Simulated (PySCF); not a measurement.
Species: sum formula SiN2H7, net charge 1, singlet state. It need not be the lowest isomer of its formula. 
Coordinates optimised at B3LYP-D3(BJ)/def2-TZVP (Ansatz):
SMILES: N[SiH2][NH3+]
```xyz
10

Si    -0.1407    -0.5609    -0.0556
N      1.3725     0.5602    -0.4818
N     -1.3102     0.4013     0.6550
H      0.5102    -1.5026     0.8596
H     -0.4763    -1.0311    -1.4024
H      1.7572     1.0049     0.3543
H      1.1129     1.3128    -1.1229
H     -1.4232     0.4935     1.6535
H     -2.0807     0.8078     0.1458
H      2.1334     0.0372    -0.9227
```
Charge +1, spin multiplicity 1.

Dispersion corrections to the total energy (kcal/mol) from the dftd3 and dftd4 libraries through PySCF: D3(BJ) without and D4 with the three-body term, each with the damping fitted for the functional named.

| functional | D3(BJ) | D4 |
|---|---|---|
| CAM-B3LYP | ___ | -2.46 |
| B2GP-PLYP | -2.50 | -1.21 |
| BLYP | -8.33 | -6.62 |
| B3LYP | -6.81 | -4.75 |
| B2PLYP | -3.14 | ___ |
| revPBE | -10.04 | -9.63 |
| BP86 | ___ | -3.86 |

Task: What belongs in the gaps?

Result: 
- CAM-B3LYP, D3(BJ): -2.98
- B2PLYP, D4: -2.04
- BP86, D3(BJ): -6.12
